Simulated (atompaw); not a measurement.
# PBE PAW (atompaw) dataset for S, scalar-relativistic all-electron reference.

Input for atompaw 4.2.0.5:

```
S 16
GGA-PBE scalarrelativistic loggrid 1500 logderivrange -5 5 251
3 3 0 0 0 0
3 1 2
0 0 0
c
c
v
c
v
2
1.35 1.05 1.10 1.35
y
2.05
n
y
1.7
n
y
0.1
n
bloechl besselshape
3 0.5 ultrasoft
PWSCFOUT
UPFDX 0.0125d0 UPFXMIN -7.d0 UPFZMESH 16.d0
END
```

Command:

```bash
atompaw < S.input > S.log
```

Resulting log (summary file):

```
Completed calculations for S (AE)

 Exchange-correlation type: GGA, Perdew-Burke-Ernzerhof

 Radial integration grid is logarithmic
 r0 =   4.9965115E-04 h =   7.9944185E-03   n =      1500 rmax =   8.0000000E+01

 Scalar relativistic calculation

 AEatom converged in  20 iterations
   nz     =  16.00
   delta  =       8.407128488178E-17

 All Electron Orbital energies:
  n  l      occupancy      energy
  1  0      2.0000000E+00 -1.7877827E+02
  2  0      2.0000000E+00 -1.7451262E+01
  3  0      2.0000000E+00 -2.8955277E+00
  2  1      6.0000000E+00 -1.3399420E+01
  3  1      2.0000000E+00 -2.0564458E+00

 Total energy
   Total                    :     -795.58903341738824

 ---
 Completed calculations for S (SC)

 Exchange-correlation type: GGA, Perdew-Burke-Ernzerhof

 Radial integration grid is logarithmic
 r0 =   4.9965115E-04 h =   7.9944185E-03   n =      1500 rmax =   8.0000000E+01

 Scalar relativistic calculation

 SCatom converged in   1 iterations
   nz     =  16.00
   delta  =       3.365304334942E-17

 Valence Electron Orbital energies:
  n  l      occupancy      energy
   3  0      2.0000000E+00 -2.8955277E+00
   3  1      2.0000000E+00 -2.0564458E+00

 Total energy
   Total                    :     -795.58903341878624
   Valence                  :      -63.51915428346815

 PAW parameters:
       lmax =            2
         rc =    1.3559618400231164
        irc =          990
   rc_shape =    1.0497816913705691
    rc_vloc =    1.1013878112834656
    rc_core =    1.3559618400231164
   Vloc: Non norm-conserving form with l= 3;e=   5.0000E-01
   Projector type: Bloechl + Gram-Schmidt ortho.
   Bessel compensation charge shape zeroed at   1.0498E+00

 Number of basis functions     5
 No.   n  nodes  l      Energy         Cp coeff         Occ
  1    3    2    0   -0.2895528E+01 -0.3088210E+02  0.2000000E+01
  2  999    3    0    0.2050000E+01  0.6134819E+01  0.0000000E+00
  3    3    1    1   -0.2056446E+01 -0.2266321E+02  0.2000000E+01
  4  999    2    1    0.1700000E+01  0.3390624E+02  0.0000000E+00
  5  999    0    2    0.1000000E+00  0.3256063E+01  0.0000000E+00

 Eigenvalues of overlap operator (in the basis of projectors):
    1        4.96318875E-02
    2        1.27668384E-01
    3        3.51859423E+00
    4        4.77298975E+00
    5        6.05142480E+00

 Orbital leakage outside PAW augmentation regions
   orb  is_core?  %out_of_sphere
   1 0    T           0.00
   2 0    T           0.16
   3 0    F          62.50
   2 1    T           0.24
   3 1    F          71.32

 Summary of PAW energies
   Total valence energy     :    -63.51917837492218
   Smooth energy            :     47.18407298982930
   One center               :   -110.70325136475148
   Smooth kinetic           :      5.52533817459744
   Vloc energy              :     -0.15309605854519
   Smooth exch-corr         :     -3.28127609962237
   One-center xc            :    -46.25511563684640
```

Note: ghost states, extra bound levels that the all-electron valence spectrum of the same l lacks: s at -68.5 eV, p at -23.1 eV. A true bound ghost makes a file unfit for plane-wave use.

The run took about 0.54 s on one core of a shared server CPU.
